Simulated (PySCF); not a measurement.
A calculated (r2SCAN, PySCF 2.14, ANO-RCC-VTZP, scalar relativity by spin-free X2C-1e) atom or ion has these occupied shells.

```tsv
shell	electrons	orbital energy (eV)	rms radius, mean of both spins (bohr)
1s α	1	-78217.9	0.0194
1s β	1	-78217.9	0.0194
2s α	1	-13769.1	0.0782
2s β	1	-13769.0	0.0782
2p α	3	-11982.4	0.0716
2p β	3	-11982.3	0.0716
3s α	1	-3247.2	0.200
3s β	1	-3247.2	0.200
3p α	3	-2721.4	0.202
3p β	3	-2721.4	0.202
3d α	5	-2126.8	0.184
3d β	5	-2126.7	0.184
4s α	1	-704.48	0.441
4s β	1	-704.38	0.441
4p α	3	-530.20	0.470
4p β	3	-530.11	0.470
4d α	5	-311.37	0.503
4d β	5	-311.26	0.503
5s α	1	-104.10	1.02
5s β	1	-103.37	1.02
4f α	7	-71.540	0.570
4f β	7	-71.379	0.570
5p α	3	-58.449	1.18
5p β	3	-57.529	1.18
5d α	5	-7.180	1.96
5d β	4	-5.985	1.96
6s α	1	-5.854	2.61
```

Question: Name the element and its charge.

Answer: Pt (platinum, neutral), in [Xe] 4f14 5d9 6s1, high-spin 3D determinant.
